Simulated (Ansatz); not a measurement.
In7N7H20, a nanocrystal cut from zinc blende InN (hydrogen-capped), 34 atoms. Hardware: 2 threads of AMD EPYC 7R13 on a shared host and a share (18 GiB) of an NVIDIA H100 80GB HBM3.

In the def2 sets In takes a core potential; there is no spin–orbit coupling. Single mean-field runs in def2-TZVP are fitted with def2-universal-jkfit.

Question: How many basis functions does each of these Ansatz runs have, and roughly what does it cost? PBE0-D4/def2-TZVP, charge 1 doublet at the geometry of the charge 0 singlet, energy; PBE-D4/def2-TZVP, charge 1 doublet at the geometry of the charge 0 singlet, energy, from earlier orbitals; PBE-D4/def2-SVP, charge 0 singlet, relaxation, 5 steps; PBE-D4/def2-TZVP, charge 0 singlet, energy, from earlier orbitals; PBE0-D4/def2-TZVP, charge 0 triplet at the geometry of the charge 0 singlet, energy; r2SCAN-D4/def2-TZVP, charge 0 singlet, energy, from earlier orbitals; PBE-D4/def2-TZVP, charge 0 triplet at the geometry of the charge 0 singlet, energy, from earlier orbitals; PBE0-D4/def2-TZVP, charge -1 doublet at the geometry of the charge 0 singlet, energy; PBE0-D4/def2-SVP, charge 0 singlet, energy, from earlier orbitals; PBE-D4/def2-SVP, charge 0 singlet, energy, from earlier orbitals; PBE-D4/def2-TZVP, charge -1 doublet at the geometry of the charge 0 singlet, energy, from earlier orbitals; PBE0-D4/def2-TZVP, charge 0 singlet, energy and forces, from earlier orbitals.

Answer: Other jobs shared the machine, so times can vary by a factor of up to 3.

```csv
run,functions,fitting or Cholesky vectors,wall time,peak host memory (GiB)
"PBE-D4/def2-TZVP, charge 0 singlet, energy, from earlier orbitals",687,2425,6 s,1
"PBE-D4/def2-SVP, charge 0 singlet, energy, from earlier orbitals",380,4576,6.5 s,1.1
"r2SCAN-D4/def2-TZVP, charge 0 singlet, energy, from earlier orbitals",687,2425,7.5 s,1.1
"PBE0-D4/def2-SVP, charge 0 singlet, energy, from earlier orbitals",380,4405,8 s,1.1
"PBE-D4/def2-TZVP, charge 1 doublet at the geometry of the charge 0 singlet, energy, from earlier orbitals",687,2425,11 s,1.3
"PBE0-D4/def2-TZVP, charge 0 singlet, energy and forces, from earlier orbitals",687,2425,11 s,1.5
"PBE-D4/def2-TZVP, charge -1 doublet at the geometry of the charge 0 singlet, energy, from earlier orbitals",687,2425,11 s,1.2
"PBE0-D4/def2-TZVP, charge 1 doublet at the geometry of the charge 0 singlet, energy",687,2425,15 s,1.4
"PBE0-D4/def2-TZVP, charge -1 doublet at the geometry of the charge 0 singlet, energy",687,2425,16 s,1.4
"PBE-D4/def2-TZVP, charge 0 triplet at the geometry of the charge 0 singlet, energy, from earlier orbitals",687,2425,21 s,1.4
"PBE-D4/def2-SVP, charge 0 singlet, relaxation, 5 steps",380,4576,23 s,1.1
"PBE0-D4/def2-TZVP, charge 0 triplet at the geometry of the charge 0 singlet, energy",687,2425,34 s,1.4
```
